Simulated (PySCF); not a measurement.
## Frontier orbitals and the lowest excitations

Species: benzenethiol, C6H6S.
Structure used (GFN2-xTB), in Å, numbered top down from 1:
```
atom  x, y, z in Å
S1     2.8278   -0.2651    0.1747
C2     1.0660   -0.1388    0.0671
C3     0.3169   -1.3062    0.1456
C4    -1.0610   -1.2427    0.0670
C5    -1.6972   -0.0217   -0.0877
C6    -0.9466    1.1390   -0.1652
C7     0.4335    1.0866   -0.0900
H8     3.0704    1.0396    0.0606
H9     0.8185   -2.2542    0.2675
H10   -1.6403   -2.1517    0.1273
H11   -2.7738    0.0250   -0.1474
H12   -1.4339    2.0954   -0.2847
H13    1.0154    1.9953   -0.1526
```

Computed with PySCF, TDDFT CAM-B3LYP/def2-SVPD, vertical, gas phase, core orbitals frozen in the response.

Frontier orbitals with the atoms that hold most of them (Löwdin shares over 4%, at most four atoms; ? is withheld):

| orbital | ε (eV) | atoms |
| --- | --- | --- |
| HOMO-3 | -10.94 | S1 45%, C2 13%, C7 10%, C6 8% |
| HOMO-2 | -10.05 | S1 34%, C5 17%, C2 17%, C6 9% |
| HOMO-1 | -8.82 | ? |
| HOMO | -7.60 | ? |
| LUMO | 0.62 | C4 20%, C7 20%, C6 15%, C3 14% |
| LUMO+1 | 0.68 | C2 21%, C5 19%, C6 14%, C3 13% |
| LUMO+2 | 0.95 | S1 44%, H8 15%, H13 10%, C7 7% |

(1) Which atoms hold the HOMO, and with what shares?

(2) Which atoms hold the HOMO-1, and with what shares?

(3) The HOMO–LUMO gap is 8.22 eV. Where does the response calculation put the lowest singlet, and from which orbitals?

(4) Give energy, strength and leading configuration of S1, S3 and S7, and follow the Löwdin shares of the leading atoms from the occupied to the empty orbital.

Answers

(1) S1 (bonded to C and H) 42%; C2 (bonded to 2 C and S) 15%; C5 (bonded to 2 C and H) 13%; C3 (bonded to 2 C and H) 7%. By element: sulfur 42%, carbon 35% or more.

(2) C7 (bonded to 2 C and H) 21%; C3 (bonded to 2 C and H) 20%; C4 (bonded to 2 C and H) 20%; C6 (bonded to 2 C and H) 20%.

(3) S1 is at 5.07 eV (f = 0.011), 3.15 eV below the gap, made of HOMO→LUMO (77%), HOMO-1→LUMO+1 (16%). 

(4) 
- S1 (5.07 eV, f 0.011), HOMO→LUMO (77%): S1 42% → at most 14%, C2 15% → at most 14%, C4 at most 8% → 20%, C7 at most 8% → 20%
- S3 (5.52 eV, f 0.222), HOMO→LUMO+1 (86%): S1 42% → at most 13%, C2 15% → 21%, C5 13% → 19%
- S7 (6.75 eV, f 0.410), HOMO-1→LUMO (76%): C7 21% → 20%, C3 20% → 14%, C4 20% → 20%

Löwdin shares depend on the basis, the more so with diffuse functions.

One conformer stands for the species.
